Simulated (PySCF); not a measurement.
Species: GaMe2(PMe2), C₄H₁₂GaP.
Bonds: Ga1–C2, Ga1–C6, Ga1–P10, P10–C11, P10–C12. Hydrogens: H3, H4, H5 on C2; H7, H8, H9 on C6; H13, H14, H15 on C11; H16, H17, H18 on C12.

Lines to be assigned: C 1s: 289.54 (area 2), 290.26 (area 2) eV; P 1s: 2148.66 eV; P 2p3/2: 135.10 eV.

Method used: PySCF, delta-SCF UKS SCAN, pcX-2 on the ionised atom, pcseg-1 elsewhere, spin-free X2C. Isolated species at its PBE0-D3(BJ)/def2-SVP geometry (one conformer only).

Task: Assign the C 1s lines to atoms.

Result: 289.54 eV: C2/C6 (carbon bonded to Ga and 3 H); 290.26 eV: C11/C12 (carbon bonded to P and 3 H). The listed C 1s values span 0.72 eV, from C2/C6 (bonded to 3 H and Ga) to C11/C12 (bonded to 3 H and P).

Bonded neighbours of each site: C2/C6: 3 H and Ga; P10: 2 C and Ga; C11/C12: 3 H and P.

Task: Express the binding energy of P 1s of P10 in atomic units and per mole.

Result: 2148.66 eV = 78.9618 Eh = 207314 kJ/mol.

One atom of each set of topologically equivalent atoms was ionised and stands for the set; in this conformer not all members are related by symmetry, and their own values weren't computed. The 2p values aren't plain energy differences: one relaxed spin-free 2p hole is combined with a matrix within the shell (ground-state 2p orbital-energy differences and spin–orbit coupling). 2p3/2, the mean of its two sublevels, lies a third of the splitting below the shell's mean and 2p1/2 two thirds above it; the statistical areas are 2:1. 2p1/2 minus 2p3/2 (ligand field included): P 0.89 eV. No level of gallium is listed.

Hardware: Arm Neoverse N1, one thread, on a shared host. Cost: 71 s wall, 0.76 GiB resident at most.
